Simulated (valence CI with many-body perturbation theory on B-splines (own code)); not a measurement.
E1 line list for W⁴²⁺

Method: configuration interaction combined with many-body perturbation theory (CI+MBPT): four valence electrons over a frozen Dirac-Fock core [Ar] 3d10, radial functions for each j: 11 s, 11 p, 9 d, 7 f, 5 g, 2 h, 1 i, with the one-electron correlation potential Σ1, the two-electron term Σ2, the three-electron term Σ3, Breit, model QED; selected CI, second order for the rest (own B-spline code, finite nucleus).

No measured spectrum was set against this ion. As an estimate, large intervals hold to a few tenths of a per cent, small ones and those within an open d or f shell to about a per cent.

Lines 151 to 200 of 232 in falling wavelength, among levels below 36.409 Ry, chosen from the strongest by gf and those to the six lowest levels. Wavelengths and rates use the calculated energies. Electric multipoles are in the length gauge, E1 and E2 with the static RPA response of the core. Weak lines are less certain than strong ones. Lines between different terms over intervals too small for the method are left out, as are lines whose strength nearly cancels. The highest levels of a list are the least certain.

Levels are named by their leading jj configuration (3d3/2^4 stands for four electrons in 3d with j = 3/2), which in mixed levels can hold well under half, so a name can repeat and another be missing. Letters in brackets count levels of one name in rising energy.

```tsv
λ vac (Å)	Upper	Lower	A (s⁻¹)	S (a.u.)
61.09	(4s 4p1/2 4p3/2 4d5/2) J=2 [b]	(4s^2 4p1/2 4d3/2) J=1	1.81e+10	1.02e-02
61.02	(4s 4p1/2 4p3/2 4d3/2) J=1 [b]	(4s^2 4p1/2 4d3/2) J=2	1.02e+11	3.44e-02
61.01	(4s 4p1/2 4p3/2 4d5/2) J=2 [d]	(4s 4p1/2 4p3/2^2) J=2 [b]	1.88e+11	1.05e-01
60.81	(4s 4p1/2 4p3/2 4d3/2) J=2 [d]	(4s^2 4p1/2 4d3/2) J=2	8.11e+10	4.50e-02
60.63	(4s 4p1/2 4p3/2 4d5/2) J=4 [c]	(4s^2 4p1/2 4d5/2) J=3	1.37e+11	1.35e-01
60.53	(4s 4p1/2 4p3/2^2) J=2 [c]	(4s^2 4p1/2 4p3/2) J=2	6.77e+11	3.70e-01
60.32	(4s 4p1/2 4p3/2 4d3/2) J=1 [c]	(4s^2 4p1/2 4d3/2) J=2	5.07e+11	1.65e-01
60.30	(4s 4p3/2^3) J=1	(4s^2 4p3/2^2) J=0	6.01e+11	1.95e-01
60.09	(4s 4p1/2 4p3/2^2) J=1 [b]	(4s^2 4p1/2 4p3/2) J=2	5.71e+11	1.83e-01
60.05	(4s 4p1/2 4p3/2^2) J=1 [a]	(4s^2 4p1/2 4p3/2) J=1	3.70e+11	1.19e-01
59.79	(4s 4p1/2 4p3/2 4d5/2) J=1 [b]	(4s 4p1/2 4p3/2^2) J=2 [a]	6.23e+10	1.97e-02
59.68	(4s 4p1/2 4p3/2 4d3/2) J=2 [e]	(4s^2 4p1/2 4d3/2) J=1	7.85e+11	4.12e-01
59.38	(4s 4p1/2 4p3/2 4d5/2) J=3 [c]	(4s 4p1/2 4p3/2^2) J=2 [a]	8.19e+10	5.93e-02
59.29	(4s 4p1/2 4p3/2^2) J=2 [c]	(4s^2 4p1/2 4p3/2) J=1	4.95e+08	2.54e-04
58.97	(4s 4p1/2 4p3/2 4d5/2) J=2 [c]	(4s^2 4p1/2 4d5/2) J=3	2.74e+11	1.39e-01
58.87	(4s 4p1/2 4p3/2^2) J=1 [b]	(4s^2 4p1/2 4p3/2) J=1	3.25e+11	9.82e-02
58.77	(4p1/2^2 4p3/2^2) J=2	(4s 4p1/2^2 4p3/2) J=2	1.58e+11	7.91e-02
58.32	(4s 4p1/2 4p3/2 4d5/2) J=3 [d]	(4s^2 4p1/2 4d5/2) J=3	2.51e+11	1.72e-01
58.11	(4s 4p1/2 4p3/2 4d3/2) J=3 [c]	(4s^2 4p1/2 4d3/2) J=2	1.03e+12	6.98e-01
58.06	(4s 4p1/2 4p3/2 4d5/2) J=1 [c]	(4s 4p1/2 4p3/2^2) J=2 [a]	8.08e+10	2.34e-02
58.03	(4s 4p1/2 4p3/2 4d5/2) J=1 [a]	(4s^2 4p1/2 4d3/2) J=2	1.07e+11	3.10e-02
57.71	(4s 4p1/2 4p3/2 4d5/2) J=2 [d]	(4s^2 4p1/2 4d5/2) J=3	8.99e+10	4.26e-02
57.69	(4s 4p3/2^3) J=1	(4s^2 4p3/2^2) J=2	7.49e+11	2.13e-01
56.57	(4s 4p1/2 4p3/2 4d5/2) J=2 [d]	(4s 4p1/2 4p3/2^2) J=2 [a]	1.10e+11	4.94e-02
56.08	(4s 4p1/2 4p3/2 4d5/2) J=2 [b]	(4s^2 4p1/2 4d3/2) J=2	3.72e+10	1.62e-02
54.88	(4s 4p1/2 4p3/2 4d3/2) J=2 [e]	(4s^2 4p1/2 4d3/2) J=2	2.43e+11	9.89e-02
52.09	(4s 4p1/2 4p3/2 4d3/2) J=1 [a]	(4s 4p1/2^2 4p3/2) J=2	1.33e+10	2.78e-03
51.99	(4s 4p1/2 4p3/2 4d3/2) J=2 [a]	(4s 4p1/2^2 4p3/2) J=2	7.57e+10	2.63e-02
51.99	(4s 4p1/2 4p3/2 4d3/2) J=2 [b]	(4s 4p1/2^2 4p3/2) J=1	2.77e+10	9.59e-03
51.60	(4s 4p1/2 4p3/2 4d3/2) J=3 [a]	(4s 4p1/2^2 4p3/2) J=2	3.32e+10	1.57e-02
50.94	(4s 4p1/2 4p3/2 4d3/2) J=2 [c]	(4s 4p1/2^2 4p3/2) J=1	2.15e+11	7.02e-02
50.49	(4s 4p1/2 4p3/2 4d3/2) J=1 [b]	(4s 4p1/2^2 4p3/2) J=1	3.73e+10	7.12e-03
50.35	(4s 4p1/2 4p3/2 4d3/2) J=2 [d]	(4s 4p1/2^2 4p3/2) J=1	1.14e+11	3.60e-02
50.01	(4s 4p1/2 4p3/2 4d3/2) J=1 [c]	(4s 4p1/2^2 4p3/2) J=1	5.87e+10	1.09e-02
49.94	(4s^2 4p1/2 4f5/2) J=3	(4s 4p1/2^2 4p3/2) J=2	1.98e+09	8.53e-04
48.98	(4s 4p1/2 4p3/2 4d3/2) J=2 [b]	(4s 4p1/2^2 4p3/2) J=2	2.26e+09	6.54e-04
48.43	(4s 4p1/2 4p3/2 4d5/2) J=1 [a]	(4s 4p1/2^2 4p3/2) J=1	4.94e+11	8.31e-02
48.36	(4s^2 4p3/2 4d3/2) J=2	(4s^2 4p1/2 4p3/2) J=2	8.29e+11	2.31e-01
48.30	(4s 4p1/2 4p3/2 4d3/2) J=3 [b]	(4s 4p1/2^2 4p3/2) J=2	8.38e+11	3.26e-01
48.11	(4s^2 4p3/2 4d3/2) J=1	(4s^2 4p1/2 4p3/2) J=2	1.67e+11	2.76e-02
48.04	(4s 4p1/2 4p3/2 4d3/2) J=2 [c]	(4s 4p1/2^2 4p3/2) J=2	4.71e+11	1.29e-01
47.91	(4s^2 4p3/2 4d3/2) J=3	(4s^2 4p1/2 4p3/2) J=2	1.15e+12	4.39e-01
47.65	(4s 4p1/2 4p3/2 4d3/2) J=1 [b]	(4s 4p1/2^2 4p3/2) J=2	1.01e+12	1.62e-01
47.56	(4s^2 4p3/2 4d3/2) J=2	(4s^2 4p1/2 4p3/2) J=1	6.23e+11	1.65e-01
47.52	(4s 4p1/2 4p3/2 4d3/2) J=2 [d]	(4s 4p1/2^2 4p3/2) J=2	9.14e+11	2.42e-01
47.33	(4s^2 4p3/2 4d3/2) J=1	(4s^2 4p1/2 4p3/2) J=1	1.07e+12	1.68e-01
47.29	(4s^2 4p1/2 4f7/2) J=3	(4s 4p1/2^2 4p3/2) J=2	1.87e+11	6.83e-02
47.26	(4s 4p1/2 4p3/2 4d3/2) J=1 [d]	(4s 4p1/2^2 4p3/2) J=1	9.75e+11	1.52e-01
47.22	(4s 4p1/2 4p3/2 4d3/2) J=1 [c]	(4s 4p1/2^2 4p3/2) J=2	2.40e+11	3.74e-02
47.19	(4s^2 4p3/2 4d3/2) J=0	(4s^2 4p1/2 4p3/2) J=1	1.19e+12	6.16e-02
```
